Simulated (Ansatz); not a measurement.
Job for Ansatz (a quantum-chemistry and plane-wave program): U-BLYP/def2-TZVPP on F3W (SMILES [F][W]([F])[F]), 2S+1 = 4, a spin state set in the input, which need not be the lowest. Elements past Kr take the def2 small-core potentials; no spin–orbit coupling.

Ansatz 0.2 input:
```yaml
crystal:
  periodic: [false, false, false]
  atoms:
    - {symbol: W, position_ang: [-0.01446526, 0.01676917, -0.01406852]}
    - {symbol: F, position_ang: [1.79038838, -0.37562635, -0.35257110]}
    - {symbol: F, position_ang: [-0.78459086, -0.45399983, 1.63252585]}
    - {symbol: F, position_ang: [-1.04921998, 0.87982229, -1.32193039]}
basis:
  gaussian:
    orbitals: def2-TZVPP
hamiltonian:
  xc: {name: BLYP}
magnetization: {spin_polarized: true, initial_magnetization: 3}
```

It printed:

```
WARN ansatz: RAYON_NUM_THREADS=4 ignored (pool sized by the plan → 4); use --threads N
Functional definition: BLYP
integrals: 0.05 GiB planned
803 factors; their error is unknown
mean field: 0.55 GiB planned
mean field evaluation 1: about -9976.5993 eV, gradient 4.6e1 eV
mean field evaluation 2: about -9915.8195 eV, gradient 1.5e2 eV
mean field evaluation 4: about -9982.1413 eV, gradient 5.2e0 eV
mean field evaluation 8: about -9982.2514 eV, gradient 1.2e-1 eV
mean field evaluation 16: about -9982.2515 eV, gradient 3.5e-5 eV
mean field -9982.25147638 eV, -366.8409755438 hartree, gradient 3.5e-5 eV, S^2 3.753846; 0 other end points of the search recorded, 0 dependent functions left out
reference -9982.25178367 eV, -366.8409868368 hartree; 22, 19 occupied and 127, 130 virtual orbitals, 803 factors
Total energy: -9982.25178367 eV, -366.8409868368 hartree
```

Self-consistency was reached.

Cost: around 4 core-seconds (rough).
